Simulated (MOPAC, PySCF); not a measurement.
CH7B3, SMILES `BB(B)C`, neutral singlet in the gas phase. 

Cartesian coordinates (Å):
```xyz
11

B      1.6212    -0.5221    -0.0020
B      0.0939     0.0670     0.0561
B     -0.1585     1.6482     0.4013
C     -1.1393    -0.8858    -0.2702
H      2.2584    -0.5429    -1.0136
H      2.1583    -0.9542     0.9754
H     -0.2838     2.0271     1.5288
H     -0.2224     2.4838    -0.4517
H     -0.9599    -1.9437    -0.0746
H     -2.0761    -0.5899     0.2039
H     -1.2919    -0.7875    -1.3534
```
Charge 0, multiplicity 1.

All levels are single points at this geometry (B3LYP-D3(BJ)/def2-TZVP); Pople sets use spherical d functions. Orbital energies aren't observables, and empty levels follow the basis.

```csv
level,HOMO (eV),LUMO (eV),gap (eV),dipole (D),"vertical IE, Delta-SCF (eV)"
B3LYP-D3(BJ)/def2-TZVP in PySCF,-7.43,-2.31,5.12,0.81,9.76
PBE-D3(BJ)/def2-TZVP in PySCF,-6.35,-3.05,3.30,0.93,9.48
B3LYP/3-21G in PySCF,-7.34,-2.03,5.31,0.89,–
B3LYP/6-31G* in PySCF,-7.18,-1.88,5.30,0.86,9.62
BP86/6-31G* in PySCF,-6.20,-2.74,3.45,0.99,–
M06-2X/6-31G* in PySCF,-8.61,-0.79,7.82,0.76,–
PBE/6-31G* in PySCF,-6.08,-2.67,3.41,1.00,9.33
SVWN5/6-31G* in PySCF,-6.12,-2.93,3.19,1.05,9.42
HF/3-21G in PySCF,-10.68,1.76,12.44,0.61,–
HF/6-31G* in PySCF,-10.59,1.98,12.56,0.58,9.17
HF/STO-3G in PySCF,-9.33,6.18,15.51,0.39,–
AM1 in MOPAC,-9.79,1.21,11.00,0.53,–
PM3 in MOPAC,-11.19,-0.10,11.09,0.79,–
```
